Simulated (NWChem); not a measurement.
Species: CdHSeCl; SMILES [SeH][Cd][Cl]

```xyz
4

Cd     0.3403    -0.2519    -0.0078
Cl     0.4035    -2.5427     0.0072
Se     0.2865     2.1941    -0.0221
H     -1.1860     2.1906    -0.0268
```
Atoms are numbered in this order, from 1.

All runs: NWChem. Geometry: optimised at PBE0/def2-SVP. def2 effective core potentials on Cd; no spin-orbit coupling. B3LYP is NWChem's, with the RPA form of VWN correlation. Static field.

| level | isotropic polarisability (bohr³) | anisotropy (bohr³) |
|---|---|---|
| PBE/def2-SVPD | 80.2 | 59.8 |
| B3LYP/def2-SVPD | 77.9 | 56.9 |
| LDA (Slater exchange, VWN5)/def2-SVPD | 80.5 | 61.3 |
